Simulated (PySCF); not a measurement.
# Platinum: a sound run and one with changed settings

Sound run: Pt+ [Xe] 4f14 5d9, Pt(2+) [Xe] 4f14 5d8. Computed with PySCF 2.14 in cc-pVTZ-PP with ECP60MDF (5s5p4d2f1g, 63 functions), with a scalar-relativistic core potential. The sound run starts from symmetry-adapted Hartree-Fock orbitals and uses a fine grid where one is needed.

Changed run: initial guess minao, at most 2 SCF cycles. This setting is unsound on purpose.

```
species  method  sound run (hartree)  changed run (hartree)  converged
    Pt+     UHF           -118.23749             -118.17649         no
    Pt+    TPSS           -119.01165             -117.43072         no
    Pt+     LDA           -118.82633             -117.13755         no
 Pt(2+)     UHF           -117.61747             -117.55083         no
 Pt(2+)    TPSS           -118.32188             -117.32124         no
 Pt(2+)     LDA           -118.10765             -117.01715         no
```

The SCF was stopped early; the energies are upper bounds that still move, and correlated levels were skipped or rest on poor orbitals.
